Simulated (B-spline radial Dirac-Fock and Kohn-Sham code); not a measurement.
## Satellites and hypersatellites of the K lines of Br⁷⁺

System: bromine as Br⁷⁺, configuration 1s2 2s2 2p6 3s2 3p6 3d10, inside a Watson sphere of charge -7 and radius 2.4 Å (a model of the Madelung potential; inside it an electron's potential energy is raised by 42.0 eV).

Calculated with a radial finite-basis atomic code, using relaxed Dirac-Fock hole states (ΔSCF) with Breit and QED corrections and a finite nucleus. Each two-hole energy is an average over J within one jj subconfiguration, not an observable level; in light atoms, where LS coupling holds, the j-resolved values are not observed lines, and for a K spectator the Kα1 hypersatellite is nearly forbidden. No correlation.

Lines without a spectator: Kα2 (K-L2) 11879.1 eV, Kα1 (K-L3) 11925.8 eV, Kβ3 (K-M2) 13287.8 eV, Kβ1 (K-M3) 13294.7 eV. Shifts in eV with one spectator hole (a dash: not computed, or left out as unreliable):

```
spectator hole     Kα2     Kα1     Kβ3     Kβ1
        K (1s)  +379.0  +384.6  +477.6  +478.6
    L2 (2p1/2)   +38.2   +47.0       –  +103.4
    L3 (2p3/2)   +41.5   +40.3   +97.4       –
    M2 (3p1/2)       –   +4.38  +10.32  +12.80
    M3 (3p3/2)   +3.78       –  +11.77  +11.23
    M4 (3d3/2)   +0.34   -1.07       –       –
    M5 (3d5/2)   -1.23   -0.28       –       –
```

With n spectator holes in 2p, averaged over the 2p shell (energies in eV):

```tsv
n	KαLⁿ	step	hypersatellite KαʰLⁿ
0	11910.2	–	12292.9
1	11952.4	+42.3	12336.5
2	11995.8	+43.4	12381.1
3	12040.4	+44.6	12427.0
4	12086.1	+45.7	12474.0
5	12133.1	+46.9	12522.2
```
